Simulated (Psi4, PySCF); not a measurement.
Input for Psi4:
```
memory 2 GB

molecule {
0 2
O    -0.26239492    1.20792016   -0.01400583
C    -0.41467571    0.01679901    0.00061495
N     0.43485650   -0.99377497    0.01109142
H     0.09501155   -1.93993374    0.02313653
H     1.44820656   -0.86779678    0.00758046
}

set {
  basis 6-31g*
  reference uks
  scf_type pk
  puream true
  d_convergence 1e-8
  dft_radial_points 99
  dft_spherical_points 590
}

energy('pbe0')
print_variables()
```

**Question.** Write the same job for PySCF.

**Answer.** One answer among several that fit: 
```python
from pyscf import gto, scf, dft

mol = gto.M(
    atom='''
O    -0.26239492    1.20792016   -0.01400583
C    -0.41467571    0.01679901    0.00061495
N     0.43485650   -0.99377497    0.01109142
H     0.09501155   -1.93993374    0.02313653
H     1.44820656   -0.86779678    0.00758046
''',
    basis='6-31g*',
    spin=1,
    verbose=4,
)

mf = dft.UKS(mol)
mf.xc = 'pbe0'
mf.grids.atom_grid = (99, 590)
mf.grids.prune = None
mf.kernel()
```

Both were run: Psi4 gave -169.041829 Eh and PySCF -169.041828 Eh, 0.000 mEh apart.
